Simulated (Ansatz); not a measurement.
Basis sets compared for the cluster AlSi4⁺. The state is a singlet with charge 1. Geometry PBE-D4/def2-SVP. Ansatz on 4 threads of Arm Neoverse V1 on a shared host; times are rough, and most runs start from earlier orbitals.

```xyz
5

Al   -1.796   -1.260   -2.289
Si    1.764   -1.260    0.421
Si   -0.849    1.902    0.743
Si   -0.229   -0.158   -0.283
Si    1.110    0.776    1.408
```

The restricted singlet is unstable towards broken spin symmetry in Hartree–Fock (as tested in another run); at PBE-D4/def2-SVP, PBE-D4/def2-TZVP, PBE0-D4/def2-SVP, PBE0-D4/def2-TZVP this wasn't settled. Another isomer (singlet) lies 0.06 eV lower at PBE-D4/def2-TZVP; other spin states weren't run for this one.

```json
{"level": "PBE-D4/def2-SVP", "functions": "90", "energy (Eh)": "-1398.9350", "HOMO (eV)": "-9.71", "LUMO (eV)": "-8.37", "wall time": "0.85 s"}
{"level": "PBE0-D4/def2-SVP", "functions": "90", "energy (Eh)": "-1399.0419", "HOMO (eV)": "-10.61", "LUMO (eV)": "-7.69", "wall time": "1 s"}
```

Question: Estimate the rows for PBE-D4/def2-TZVP (with forces), PBE0-D4/def2-TZVP.

Answer: 
```
                         level  functions  energy (Eh)  HOMO (eV)  LUMO (eV)  wall time
PBE-D4/def2-TZVP (with forces)        185   -1399.4210      -9.61      -8.31        2 s
             PBE0-D4/def2-TZVP        185   -1399.5239     -10.49      -7.61      3.3 s
```
